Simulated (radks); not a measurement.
The numbers below are computed, except where a source is named.
Mean orbital radii <r> (bohr) of the cobalt ion Co3+, [Ar] 3d6, at several levels of relativity; Dirac values are averaged over j with weights 2j + 1. Spin-unpolarised spherical Kohn-Sham, PBE, point nucleus unless stated (finite: rms radius 3.7875 fm), a radial shooting solver on a logarithmic mesh with Libxc functionals. A level marked "c x" has the speed of light scaled by that factor and shares open shells by 2j + 1; other Dirac levels either fill j = l - 1/2 first or share by 2j + 1.

| shell | non-rel. | scalar-rel. | Dirac, 2j+1 shares, finite nucleus | Dirac, c x 2 | change of magnitude, last against first (%) |
|---|---|---|---|---|---|
| 1s | 0.05691 | 0.05619 | 0.05619 | 0.05673 | -0.31 |
| 2s | 0.2587 | 0.2554 | 0.2553 | 0.2578 | -0.33 |
| 2p | 0.2262 | 0.2250 | 0.2249 | 0.2259 | -0.15 |
| 3s | 0.7771 | 0.7682 | 0.7682 | 0.7749 | -0.29 |
| 3p | 0.8087 | 0.8052 | 0.8052 | 0.8078 | -0.11 |
| 3d | 0.9363 | 0.9402 | 0.9403 | 0.9373 | +0.10 |
